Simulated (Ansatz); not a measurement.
The same path of GaH5S (7 atoms, charge 0, multiplicity 1) was run twice with different band settings. Lost on the way: Ga1–H2, S5–H7. Made: H2–H7.

Theory: RKS PBE0/def2-SVP in Ansatz 0.2.0.

Relaxed end points:

```xyz
7
Properties=species:S:1:pos:R:3
Ga -0.046 0.099 -0.013
H -0.563 0.540 1.411
H 1.485 0.260 -0.350
H -1.086 -0.049 -1.188
S 0.100 -2.483 0.486
H -1.116 -2.628 1.058
H 0.726 -2.404 1.680
```

```xyz
7
Properties=species:S:1:pos:R:3
Ga 0.099 -0.697 -0.375
H 0.055 0.371 2.168
H 1.485 0.006 -0.524
H -1.310 -0.042 -0.553
S 0.197 -2.868 0.036
H -1.140 -3.052 0.064
H 0.116 -0.384 2.268
```

Common settings: movable images 5; climbing image yes; optimiser quadratic models (default); start path through a guess of the saddle point; force threshold 0.05 eV/Å; iteration limit 60; end points relaxed.

| run | spring |
| --- | --- |
| 1 | 5.0 eV/Å² |
| 2 | 0.1 eV/Å² |

(1) What does each run give, and how far can it be trusted?

Answers

(1) Run 1: converged after 12 iterations, highest image 0.670 eV above the first end. A vibrational analysis at the climbing image gives one clearly imaginary mode, 1045i cm⁻¹: a first-order saddle point.
Run 2: converged after 11 iterations, highest image 0.670 eV above the first end. Another band between the same ends (5 images) ends at a top of the same energy, where a vibrational analysis finds 1 clearly imaginary mode.
The orbitals stay closed-shell, which can raise the energy where a bond breaks towards radicals; this wasn't checked here.
